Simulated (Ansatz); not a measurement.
Pt₂H₃⁻. The state is a singlet with charge -1. Geometry r2SCAN-D4/def2-TZVPD.

Cartesian coordinates in Å:
```
Pt 0.3082 1.3690 -1.2387
Pt 0.0254 -0.3752 0.5377
H -0.5326 -0.5570 1.9701
H -0.5948 1.1192 -2.4439
H 0.7939 -1.5561 1.1748
```

In the def2 sets Pt takes a core potential; there is no spin–orbit coupling. At PBE-D4/def2-SVPD the highest occupied level of the charge -1 singlet lies above zero (up to 0.00 eV). By energy differences its removal costs 3.12 eV (vertical, to the charge 0 doublet, at PBE0-D4/def2-TZVPD), and other spins of that charge weren't run. The structure comes from a short search, and lower isomers may exist.

(1) Estimate the orbital energies around the gap (eV) in Ansatz with PBE-D4/def2-SVPD, PBE-D4/def2-TZVPD, r2SCAN-D4/def2-TZVPD, r2SCAN0-D4/def2-TZVPD, BHLYP-D4/def2-TZVPD.

Answers

(1) 
| orbital | PBE-D4/def2-SVPD | PBE-D4/def2-TZVPD | r2SCAN-D4/def2-TZVPD | r2SCAN0-D4/def2-TZVPD | BHLYP-D4/def2-TZVPD |
| --- | --- | --- | --- | --- | --- |
| HOMO−9 | -4.28 | -4.32 | -4.55 | -5.72 | -6.66 |
| HOMO−8 | -2.34 | -2.42 | -2.65 | -3.99 | -5.13 |
| HOMO−7 | -1.71 | -1.77 | -1.99 | -3.29 | -4.43 |
| HOMO−6 | -1.08 | -1.15 | -1.35 | -2.69 | -3.86 |
| HOMO−5 | -0.69 | -0.77 | -0.90 | -2.01 | -3.15 |
| HOMO−4 | -0.52 | -0.57 | -0.76 | -1.97 | -3.01 |
| HOMO−3 | -0.45 | -0.55 | -0.69 | -1.84 | -2.83 |
| HOMO−2 | -0.41 | -0.49 | -0.68 | -1.76 | -2.64 |
| HOMO−1 | -0.19 | -0.27 | -0.42 | -1.58 | -2.49 |
| HOMO | 0.00 | -0.09 | -0.25 | -1.42 | -2.20 |
| LUMO | 2.16 | 1.94 | 2.16 | 2.73 | 3.08 |
| LUMO+1 | 2.31 | 2.06 | 2.26 | 2.81 | 3.15 |
| LUMO+2 | 2.90 | 2.54 | 2.83 | 3.24 | 3.43 |
| LUMO+3 | 4.38 | 3.19 | 3.62 | 3.78 | 3.80 |
| LUMO+4 | 4.51 | 3.35 | 3.74 | 3.95 | 3.92 |
| LUMO+5 | 5.26 | 3.43 | 3.83 | 4.00 | 3.95 |
